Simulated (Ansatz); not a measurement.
BClFH$_{3}$OSi, SMILES `FB(Cl)O[SiH3]`, relaxed with RKS PBE-D4/def2-SVP in the Gaussian-basis code of Ansatz from a rough embedded geometry. The force threshold is 0.03 eV/Å; the program also tests the step.

Charge 0, multiplicity 1.

Start:

```xyz
8

F     1.079   -2.095    0.173
B     0.248   -1.144    0.807
Cl   -1.221   -1.680    1.808
O     0.703    0.314    0.761
Si   -0.032    0.970   -0.578
H    -1.525    0.902   -0.474
H     0.352    2.412   -0.661
H     0.395    0.321   -1.836
```

Q: How much energy does the relaxation release, and in how many steps? (An estimate is asked.)

A: Computed: 24.87 kcal/mol, in 19 steps, 3 of them rejected.

Q: Which bonds change most? (An estimate is asked.)

A: The calculation gave: B2–O4 from 1.528 to 1.348 Å; B2–Cl3 from 1.856 to 1.767 Å; F1–B2 from 1.413 to 1.338 Å; O4–Si5 from 1.662 to 1.700 Å.

Q: Give the relaxed structure. (Estimate.)

A: Computed: 
```xyz
8

F     0.859   -1.960    0.081
B     0.133   -1.217    0.924
Cl   -0.273   -1.907    2.500
O    -0.286    0.023    0.600
Si   -0.133    1.043   -0.752
H    -1.516    1.325   -1.256
H     0.519    2.307   -0.280
H     0.696    0.387   -1.817
```
